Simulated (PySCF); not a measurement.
Input for PySCF: D3(BJ) and D4 dispersion corrections on H2O (SMILES O).

```python
from pyscf import gto
from pyscf.dispersion import dftd3, dftd4

mol = gto.M(
    atom='''
    O    -0.00000000    0.00000000    0.38961139
    H     0.00000000    0.76498632   -0.19485569
    H     0.00000000   -0.76498632   -0.19485569
    ''',
    basis='def2-svp',
    charge=0, spin=0, verbose=0, max_memory=1800)
d3, d4 = {}, {}
for xc in ['hf', 'pbe', 'blyp', 'revpbe', 'tpss', 'r2scan', 'b3lyp', 'pbe0', 'bhlyp', 'camb3lyp', 'b2plyp']:
    d3[xc] = float(dftd3.DFTD3Dispersion(mol, xc=xc, version='d3bj', atm=False).get_dispersion()['energy'])
    print(f'D3(BJ) {xc:10s} {d3[xc]:14.8f} Eh')
for xc in ['hf', 'pbe', 'blyp', 'revpbe', 'tpss', 'r2scan', 'b3lyp', 'pbe0', 'bhlyp', 'camb3lyp', 'b2plyp']:
    d4[xc] = float(dftd4.DFTD4Dispersion(mol, xc={'camb3lyp': 'cam-b3lyp'}.get(xc, xc), atm=True).get_dispersion()['energy'])
    print(f'D4     {xc:10s} {d4[xc]:14.8f} Eh')
```

The log:

```
D3(BJ) hf            -0.00450233 Eh
D3(BJ) pbe           -0.00035943 Eh
D3(BJ) blyp          -0.00071916 Eh
D3(BJ) revpbe        -0.00106188 Eh
D3(BJ) tpss          -0.00042042 Eh
D3(BJ) r2scan        -0.00008484 Eh
D3(BJ) b3lyp         -0.00057383 Eh
D3(BJ) pbe0          -0.00027686 Eh
D3(BJ) bhlyp         -0.00040942 Eh
D3(BJ) camb3lyp      -0.00021234 Eh
D3(BJ) b2plyp        -0.00023428 Eh
D4     hf            -0.00098317 Eh
D4     pbe           -0.00019578 Eh
D4     blyp          -0.00047287 Eh
D4     revpbe        -0.00094918 Eh
D4     tpss          -0.00026710 Eh
D4     r2scan        -0.00004686 Eh
D4     b3lyp         -0.00031026 Eh
D4     pbe0          -0.00015671 Eh
D4     bhlyp         -0.00018233 Eh
D4     camb3lyp      -0.00014972 Eh
D4     b2plyp        -0.00013382 Eh
```

The run finished.

Cost: around 0.05 core-seconds (rough).
